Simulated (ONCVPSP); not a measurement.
## Cu, ONCV: configuration errors across variants

ONCVPSP 4.0.1 input, shortened (lines: element, Z, core and valence counts, functional; n l f; lmax; l rc ep ncon nbas qcut; lloc lpopt rc5 dvloc0; l nproj debl; icmod fcfact rcfact), PBE, scalar-relativistic:

```
  Cu 29.00    3    4        4      upf
    1    0    2.00
    2    0    2.00
    2    1    6.00
    3    0    2.00
    3    1    6.00
    3    2    9.00
    4    0    2.00
    2
    0    1.30    0.00    3    6   10.00
    1    1.10    0.00    4    7   11.90
    2    1.10    0.00    4    9   15.20
    4    2    1.05    6.00
    0    3    1.20
    1    2    0.80
    2    2    0.60
    1    0.75    0.00
```

In the p channel the program set the typed energies aside and used -2.841, 0.250 Ha.

All-electron excitation energies from the reference (eV): (1) 3s2 3p6 3d10 4s1 -1.972; (2) 3s2 3p6 3d10 4s0 6.178; (3) 3s2 3p6 3d9 4s0 27.511; (4) 3s2 3p6 3d7 4s0 126.239.

1 further variants failed, have other tests or another functional or relativity, and are left out.

Errors AE − PS in meV (a dash: test not solved or not reliable):

| change | (1) | (2) | (3) | (4) | bound ghosts | GHOST(+) flags above zero |
| --- | --- | --- | --- | --- | --- | --- |
| base | +1.3 | +7.5 | +0.2 | +38 | none | none |
| s: qcut 13.2 | +1.5 | +7.8 | +0.5 | +39 | none | none |
| p: rc 1.14 | +1.3 | +7.5 | +0.2 | +38 | none | none |
| local potential polynomial inside 1.10 bohr (lpopt 4, dvloc0 0 Ha) | +1.4 | +7.5 | +0.1 | +38 | none | none |

Question: Give the same row for: all radii but the core radius scaled by about 0.87 (s 1.12, p 0.96, d 0.96 bohr); local potential polynomial inside 0.92 bohr (lpopt 2, dvloc0 6 Ha).

Answer: +0.5, +5.1, +0.1, +15; bound ghosts: none; GHOST(+) flags above zero: none.
